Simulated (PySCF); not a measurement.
An equivalent PySCF input for P³⁺ (phosphorus, charge +3), [Ne] 3s2, closed-shell 1S, with no relativity, point nucleus:

```python
from pyscf import gto, scf, dft, mp, cc
import basis_set_exchange as bse
mol = gto.M(atom="P 0 0 0", charge=3, spin=0, symmetry="D2h",
            basis=gto.basis.parse(bse.get_basis("dyall-av2z", elements=["P"], fmt="nwchem")))
mf = dft.UKS(mol, xc="WB97X_V")
mf.irrep_nelec = {'Ag': (3, 3), 'B1u': (1, 1), 'B2u': (1, 1), 'B3u': (1, 1)}
mf.kernel()
```

It reaches the same state as the run whose output follows, with an energy that differs only through the grid. The run itself started from symmetry-adapted Hartree-Fock orbitals and held the occupation by maximum overlap, on a logarithmic radial grid, so the iterations belong to that start.

```
SCF conv_tol = 1e-09
number electrons alpha = 6  beta = 6
XC functionals = WB97X_V
    N. Mardirossian and M. Head-Gordon.,  Phys. Chem. Chem. Phys. 16, 9904-9924 (2014)
NLC functional = WB97X_V
cycle= 1 E= -338.998720315207  delta_E= -0.00389  |g|= 0.0116  |ddm|= 0.0552
cycle= 2 E= -338.998735410821  delta_E= -1.51e-05  |g|= 0.00246  |ddm|= 0.0123
cycle= 3 E= -338.998735956938  delta_E= -5.46e-07  |g|= 0.00061  |ddm|= 0.00154
cycle= 4 E= -338.998735988979  delta_E= -3.2e-08  |g|= 2.61e-05  |ddm|= 0.000481
cycle= 5 E= -338.998735989413  delta_E= -4.34e-10  |g|= 1.97e-06  |ddm|= 9.72e-05
converged SCF energy = -338.998735989413  <S^2> = -6.2172489e-15  2S+1 = 1
```
